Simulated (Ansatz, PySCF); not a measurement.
System: H2Mg, singlet: symmetric bend, bond length relaxed. Scanned: H-Mg-H angle. Other coordinates (Mg-H bond length) were minimised at B3LYP/def2-TZVP.

- CCSDT/def2-TZVP = Ansatz (a first-principles code) with CCSDT on RHF/def2-TZVP, frozen core
- RKS-B3LYP/def2-TZVP = Ansatz with restricted B3LYP/def2-TZVP
- RHF/def2-SVP (PySCF)

Energies in kJ/mol, each method relative to its own lowest point.

| a / ° | CCSDT/def2-TZVP | RKS-B3LYP/def2-TZVP | RHF |
|---|---|---|---|
| 180 | 0.0 | 0.0 | 0.0 |
| 170.84 | … | … | 1.6 |
| 160.20 | 5.3 | 5.9 | … |
| 149.45 | 13.1 | 13.9 | 16.8 |
| 140.47 | 22.6 | 23.3 | 27.9 |
| 129.60 | 38.1 | 38.3 | … |
| 120.97 | 53.6 | 53.5 | 63.0 |
| 109.35 | 79.4 | 79.5 | 92.4 |
| 100.07 | 104.8 | 105.5 | 121.7 |
| 91.25 | 133.7 | 135.8 | … |
| 81.03 | 175.0 | 179.0 | 202.7 |
| 70.75 | 226.7 | 233.5 | 261.9 |
| 60 | 292.8 | 304.6 | 338.0 |

### Question
What belongs in the gaps?

### Answer

- 170.84, CCSDT/def2-TZVP: 1.1
- 170.84, RKS-B3LYP/def2-TZVP: 1.3
- 160.20, RHF: 7.2
- 129.60, RHF: 45.5
- 91.25, RHF: 155.2
